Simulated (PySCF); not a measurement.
The numbers are results of PBE-D3(BJ)/def2-TZVP // PBE0-D4/def2-TZVP in PySCF 2.14.0, not measurements. All species are isolated molecules in the gas phase. One relaxed conformer stands for a flexible species; it need not be the lowest. Excitations are Tamm–Dancoff values on a coarser integration grid. The basis has no diffuse functions, so Rydberg states are missing or too high.

Reference species (SMILES): `O[SiH3]` (neutral, multiplicity 1).

```json
{
 "HOMO": "-7.21 eV",
 "S1 excitation (TDA)": "6.50 eV",
 "LUMO": "-0.83 eV",
 "T1 excitation (TDA)": "6.15 eV"
}
```

Changed species: `CC(C)[SiH2]O` (C–C–Si–O torsion -179°, C–Si–O–H torsion -78°) (X = isopropyl; the reference has X = H).

Give the shifts of the HOMO, S1 excitation (TDA), LUMO and T1 excitation (TDA).

the HOMO increases by 0.76 eV, to -6.45 eV; the S1 excitation (TDA) drops by 0.42 eV, to 6.08 eV; the LUMO increases by 0.37 eV, to -0.46 eV; the T1 excitation (TDA) falls by 0.30 eV, to 5.85 eV.
